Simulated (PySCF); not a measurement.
A series of related compounds: `O=Cc1cc(Cl)ccp1`, C6H4ClOP; `C(OC)(=O)C1=PC=CC(Cl)=C1`, C7H6ClO2P; `c1(C)cc(Cl)cc(OC)p1`, C7H8ClOP; SMILES c1c(Cl)cc(C)pc1, C6H6ClP; `InChI=1S/C8H8ClP/c9-7-3-4-10-8(5-7)6-1-2-6/h3-6H,1-2H2`; SMILES COc1cc(Cl)cc(F)p1, C6H5ClFOP; SMILES C#Cc1cc(Cl)ccp1, C7H4ClP; `InChI=1S/C7H6ClO2P/c1-10-7-3-5(8)2-6(4-9)11-7/h2-4H,1H3`; SMILES CC(C)c1cc(Cl)ccp1, C8H10ClP; SMILES COc1cc(Cl)cc(SC)p1, C7H8ClOPS; `COc1cc(Cl)ccp1`, C6H6ClOP.

[PySCF: PBE0/pcSseg-1 with gauge-including orbitals; coordinates at the GFN2-xTB level; no relativistic terms; gas phase; single conformer; equivalent nuclei averaged]

Scale: ³⁵Cl (949.78 ppm) against HCl; ³¹P (318.38 ppm) against H3PO4 (reference shieldings calculated alike).

(1) How does the ³⁵Cl shift change along the series?

(2) How does the ³¹P shift change along the series?

Answers

(1) 
```tsv
compound	change	δ (ppm)	HOMO–LUMO gap (eV)
O=Cc1cc(Cl)ccp1	OCH3 replaced by CHO	272	4.67
COC(=O)c1cc(Cl)ccp1	OCH3 replaced by COOCH3	270	4.94
COc1cc(Cl)cc(C)p1	H replaced by CH3	266	5.27
Cc1cc(Cl)ccp1	OCH3 replaced by CH3	267	5.34
Clc1ccpc(C2CC2)c1	OCH3 replaced by cPr	267	5.10
COc1cc(Cl)cc(F)p1	H replaced by F	276	5.31
C#Cc1cc(Cl)ccp1	OCH3 replaced by ethynyl	274	4.89
COc1cc(Cl)cc(C=O)p1	H replaced by CHO	274	4.21
CC(C)c1cc(Cl)ccp1	OCH3 replaced by iPr	268	5.33
COc1cc(Cl)cc(SC)p1	H replaced by SCH3	266	4.83
COc1cc(Cl)ccp1	base	269	5.22
```

(2) 
| compound | change | δ (ppm) | HOMO–LUMO gap (eV) |
| --- | --- | --- | --- |
| O=Cc1cc(Cl)ccp1 | OCH3 replaced by CHO | 254.5 | 4.67 |
| COC(=O)c1cc(Cl)ccp1 | OCH3 replaced by COOCH3 | 246.5 | 4.94 |
| COc1cc(Cl)cc(C)p1 | H replaced by CH3 | 134.5 | 5.27 |
| Cc1cc(Cl)ccp1 | OCH3 replaced by CH3 | 214.3 | 5.34 |
| Clc1ccpc(C2CC2)c1 | OCH3 replaced by cPr | 196.1 | 5.10 |
| COc1cc(Cl)cc(F)p1 | H replaced by F | 95.3 | 5.31 |
| C#Cc1cc(Cl)ccp1 | OCH3 replaced by ethynyl | 246.1 | 4.89 |
| COc1cc(Cl)cc(C=O)p1 | H replaced by CHO | 210.1 | 4.21 |
| CC(C)c1cc(Cl)ccp1 | OCH3 replaced by iPr | 212.2 | 5.33 |
| COc1cc(Cl)cc(SC)p1 | H replaced by SCH3 | 102.4 | 4.83 |
| COc1cc(Cl)ccp1 | base | 139.0 | 5.22 |
